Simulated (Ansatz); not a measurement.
The first iterations of a band of BFH3S2 (7 atoms, charge 1, multiplicity 1).

Method: Ansatz, RKS PBE0/def2-SVP.

- movable images: 5
- climbing image: yes
- spring: 5.0 eV/Å²
- optimiser: quadratic models (default)
- start path: IDPP
- force threshold: 0.03 eV/Å
- iteration limit: 60
- end points: relaxed

Initial state:

```xyz
7
Properties=species:S:1:pos:R:3
F 0.878 -1.360 1.092
B 0.569 -1.476 -0.164
S -0.260 -0.077 -1.039
S -0.373 1.286 0.568
H 0.770 -2.434 -0.858
H -1.682 1.657 0.456
H 0.098 2.405 -0.055
```

Final state:

```xyz
7
Properties=species:S:1:pos:R:3
F 0.823 -2.503 -0.794
B 0.578 -1.443 -0.097
S -0.269 -0.087 -1.056
S -0.383 1.275 0.531
H 0.852 -1.297 1.062
H -1.691 1.653 0.432
H 0.091 2.401 -0.079
```

| iteration | highest image above the first end (eV) | largest band force component (eV/Å) |
| --- | --- | --- |
| 1 | 0.726 | 1.169 |
| 2 | 0.615 | 0.837 |
| 3 | 0.589 | 0.829 |

Does the band converge within its limit, and where does its top end?

The forces met the threshold. It ended after 9 iterations with the highest image 0.581 eV above the first end. A vibrational analysis at the climbing image gives one clearly imaginary mode, 181i cm⁻¹: a first-order saddle point.

The run took 2.4 min on 1 thread of Intel(R) Xeon(R) Processor @ 2.70GHz (shared host), peak memory 0.16 GiB.
